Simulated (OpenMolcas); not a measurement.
# Ionisation energies of mercury

```yaml
Program: OpenMolcas 26.06
Basis: ANO-RCC [10s10p9d6f4g2h]
Scalar_Hamiltonian: DKH2, point nucleus
Spin-orbit_coupling: RASSI with atomic mean-field integrals over the reference wave functions, term energies averaged over their components
```

Active shells in each charge state: the valence s, p shells, with orbitals averaged over the low states. Where CASPT2's correlated closed shells are named, they are those of the first ion.

A. CASSCF
B. SS-CASPT2, IPEA 0.25 Eh, imaginary shift 0.1 Eh (closed shells correlated: 5d)
C. SS-CASPT2, IPEA 0 Eh, imaginary shift 0.1 Eh (closed shells correlated: 5d)
D. SS-CASPT2, IPEA 0.25 Eh, imaginary shift 0.1 Eh (closed shells correlated: 4f 5s 5p 5d)
E. SS-CASPT2, IPEA 0.25 Eh, imaginary shift 0.1 Eh (closed shells correlated: none)

Energies in eV between the lowest computed levels, named as in B; reference values from the NIST Atomic Spectra Database with their kind.

```json
{"From": "Hg 6s2 1S0", "To": "Hg+ 6s 2S 1/2", "A": "9.167", "B": "10.254", "C": "10.254", "D": "10.393", "E": "9.230", "Spin-orbit share in B": "+0.000", "Reference": "10.438 (measured)"}
{"From": "Hg+ 6s 2S 1/2", "To": "Hg2+ 5d10 1S0", "A": "17.072", "B": "18.687", "C": "18.782", "D": "18.945", "E": "17.072", "Spin-orbit share in B": "+0.000", "Reference": "18.757 (measured)"}
```

Error against the reference values, in %:

```
From  Reference      A     B     C     D      E
  Hg   measured  -12.2  -1.8  -1.8  -0.4  -11.6
 Hg+   measured   -9.0  -0.4  +0.1  +1.0   -9.0
```

Mean absolute error over the 2 measured values: A 1.48 eV, B 0.13 eV, C 0.10 eV, D 0.12 eV, E 1.45 eV.
